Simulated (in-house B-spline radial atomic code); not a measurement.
Results of a calculation; reference values are marked as such.
# B ion on Ga atom: potential, deflection and energy transfer

The pair potential comes from two frozen, spherical free-atom densities (PBE, B-spline radial code, scalar-relativistic past argon): electrostatics plus the change in Thomas-Fermi kinetic and Dirac exchange energy where they overlap, the recipe behind the universal ZBL potential, which averages such potentials (from solid-state densities) over many pairs. It is written V = (Z1 Z2 e²/r) φ(r/a), with e² = 14.3996 eV·Å and a = 0.46850 Å/(Z1^0.23 + Z2^0.23); ZBL's fit is φ = 0.18175 e^(−3.1998x) + 0.50986 e^(−0.94229x) + 0.28022 e^(−0.4029x) + 0.02817 e^(−0.20162x). Where φ falls below 4e-4 it is continued as an exponential.

Masses 10.81 and 69.72 u.

| x = r/a | φ, this pair | φ, ZBL |
| --- | --- | --- |
| 0.1 | 0.8901 | 0.8928 |
| 0.25 | 0.7699 | 0.7647 |
| 0.5 | 0.6207 | 0.6096 |
| 1 | 0.4294 | 0.4164 |
| 1.5 | 0.3109 | 0.2995 |
| 2 | 0.2298 | 0.2218 |
| 3 | 0.1335 | 0.1292 |
| 4 | 0.08124 | 0.08026 |
| 5 | 0.05203 | 0.05224 |
| 6.5 | 0.03006 | 0.02914 |
| 8 | 0.01882 | 0.01705 |
| 10 | 0.01015 | 0.008778 |
| 12 | 0.005302 | 0.00474 |
| 14.5 | 0.00227 | 0.002328 |
| 17 | 0.0009315 | 0.001212 |

Task: At x = 0.5 the electrostatic, kinetic and exchange parts are 18383.79, 3342.32 and -133.5 eV. Find r, V and φ.

Result: a = 0.46850/(1.4480 + 2.2030) = 0.12832 Å, so r = 0.06416 Å. V = 18383.79 + 3342.32 + (-133.5) = 21592.61 eV. The bare repulsion is 5 × 31 × 14.3996/0.06416 = 34787 eV, so φ = 0.6207, +1.8 % against ZBL's 0.6096. The kinetic (Pauli) term is 15 % of V here.

Task: The ion comes in at 20.09 keV with impact parameter 0.0642 Å. The scattering integral gives a centre-of-mass angle of 63.85° and a closest approach of 0.8035 a. What are the reduced energy, the energy passed on and the laboratory angles?

Result: ε = E a M2/(Z1 Z2 e² (M1 + M2)) = 20090 × 4.9776e-05 = 1. The most that one collision can pass on is γE with γ = 4 M1 M2/(M1 + M2)² = 0.4649. Here T = γE sin²(θ/2) = 0.4649 × 20090 × 0.2796 = 2612 eV. The ion turns by arctan(sin θ/(cos θ + M1/M2)) = 56.4°, and the struck atom leaves at (180° − θ)/2 = 58.1°. The closest approach is 0.103 Å. With ZBL the angle would be 63.04° and T = 2552 eV.
